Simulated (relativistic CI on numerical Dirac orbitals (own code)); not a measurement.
## One change at a time: Mg2+

Base calculation: Dirac-Coulomb-Breit CI, separate exchange-only KLI orbitals for each configuration, model QED, valence Slater integrals scaled by 0.85, P86 correlation energy added to each configuration.

Configurations in the expansion (outside the closed core 1s2): 2s²2p⁶, 2s²2p⁵3s, 2s²2p⁵3p, 2s²2p⁵3d, 2s²2p⁵4s, 2s²2p⁵4p, 2s²2p⁵4d, 2s²2p⁵4f, 2s²2p⁴3s², 2s²2p⁴3s3p, 2s2p⁶3s, 2s²2p⁴3p², 2s²2p⁴3s3d, 2s2p⁶3p. Levels of other configurations are missing.

Variants: (1) no correlation estimate; (2) Slater integrals left unscaled; (3) configuration mixing switched off; (4) only the first 3 configurations. Shifts of the energy above 2s²2p⁶ ¹S0, in cm⁻¹, for the lowest level and the first level of each name with at least 55 % of one term (blank where a level changes its place among those of its configuration and J or its character, or is not in the variant):

```
        Level    Base   Δ(1)   Δ(2)   Δ(3)   Δ(4)  Measured
   2s²2p⁶ ¹S0       0      0      0      0      0         0
2s²2p⁵3s ³P°2  422942  -6874   -169    -13    -12    425640
2s²2p⁵3s ³P°1  424137  -6874   -125     -6     -5    426868
2s²2p⁵3s ³P°0  425128  -6874   -169     -6     -5    427852
2s²2p⁵3s ¹P°1  428452  -6875   +655    +50    +51    431530
 2s²2p⁵3p ³S1  465580  -7150  -1424   +801   +802    467378
 2s²2p⁵3p ³D3  471036  -7144   -195   -303   -302    474053
 2s²2p⁵3p ³D2  471579  -7144   -138   -275   -275    474655
 2s²2p⁵3p ³D1  472412  -7144   -135   -289   -288    475503
 2s²2p⁵3p ¹P1  474775  -7144   +320   -219   -218    478374
 2s²2p⁵3p ³P0  475499  -7145   +397   -185   -185    479265
 2s²2p⁵3p ³P1  475739  -7144   +368   -187   -186    479456
 2s²2p⁵3p ¹S0  495186  -7216  +4628  +4770  +4772    496012
2s²2p⁵3d ³P°0  526461  -7400   -264   -186           530178
```

For a near-neutral ion this model can misplace configurations by up to about 10,000 cm⁻¹ (more where the count of f electrons changes) and terms by 10 to 25 % of their spread. Rates follow the energies as ν³ (E1, M1) or ν⁵ (E2), so they and the lifetimes can be off by large factors. The fine structure of a lone outer electron comes out too small, for d and f at times inverted, and misplaced configurations move strength between like terms. 22 of the 33 excited levels that our extract of the measured tables holds in this range could be paired (the sources list more); they are missed by 3235 cm⁻¹ on average and 3914 at most, and levels without a partner can miss by more.

Measured levels: NIST levels in Kelleher and Podobedova, J. Phys. Chem. Ref. Data 37, 267 (2008); Martin and Zalubas, J. Phys. Chem. Ref. Data 9, 1 (1980).

Ionisation energy from the two ground configurations alone: base 79.83 eV; no correlation estimate 78.51 eV. The NIST ASD value (measured) is 80.1436 eV.

LS names give the leading component of a level, which can be under half, so a name can repeat, a term be missing and a line seem to break the LS rules.
